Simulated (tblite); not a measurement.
C4H8OSi2.
SMILES with atom numbers: `[SiH3:1][O:2][C:3]1=[CH:4][CH:5]=[CH:6][SiH2:7]1` (hydrogens: H8, H9, H10 on Si1; H11 on C4; H12 on C5; H13 on C6; H14, H15 on Si7)

Computed with GFN2-xTB (tblite), gas phase: nudged elastic band of 9 images (0 to 8), spring 0.2 eV/Å², climbing image at the end, force threshold 0.05 eV/Å. The top image wasn't refined or checked by frequencies; at this threshold it can lie a kcal/mol or more above the true saddle point of the method.

The band describes a rotation about C3–O2 (vinylic carbon bearing oxygen, silyl ether oxygen), followed by the dihedral Si7–C3–O2–Si1, from the optimised start (0°) to a second optimised geometry at 180°.

**Question.** Give the energy profile along the converged band.

**Answer.** 
```csv
image,dihedral (°),E (kJ/mol),C3–O2 (Å),Si7···Si1 (Å),largest true force (eV/Å)
0,0,0.00,1.344,3.64,0.01
1,21,0.76,1.344,3.67,0.04
2,43,2.81,1.345,3.77,0.04
3,67,5.43,1.347,3.91,0.04
4,92,7.03,1.348,4.08,0.04
5,117,6.80,1.348,4.25,0.04
6,139,5.09,1.347,4.38,0.05
7,160,2.61,1.346,4.45,0.04
8,180,0.96,1.344,4.48,0.01
```

Barriers of this band. The top is image 4 at 92°: 7.03 kJ/mol forward and 6.07 kJ/mol back; the end lies 0.96 kJ/mol above the start. The central bond is 0.004 Å longer at the top than at the start.

**Question.** What rate follows at 298 K for crossing this barrier forward?

**Answer.** Taking the electronic barrier for the free energy of activation (no zero-point or entropy terms, transmission 1), rate = (kT/h)·exp(−ΔE/kT) ≈ 4 × 10^11 s⁻¹, whose inverse is 3 × 10^-12 s. An error of 1 kcal/mol in the barrier changes this by a factor of 5, and the method and the loose band can each miss by that much or more. The barrier is only 2.8 kT, where transition-state theory is rough.

**Question.** How would the two end points share their population at 298 K, from these energies alone?

**Answer.** exp(−ΔE/kT) with ΔE = 0.010 eV gives 0.68 for the higher one (end) against 1 for the lower, without vibrational, rotational or degeneracy terms. GFN2-xTB can put conformers this close in the wrong order.

**Question.** How long is the path, and how are the images spaced?

**Answer.** Cartesian distances between aligned neighbours (all atoms, Å): 0.94, 0.96, 0.97, 0.98, 0.97, 0.96, 0.94, 0.92; the sum is 7.64 Å, and the top lies 50 % of the way along.

The cost below is that of the whole band run. Hardware: an Arm Neoverse N1 with one thread, no GPU, shared host. Cost: 4.1 s wall, 0.19 GiB resident at most.
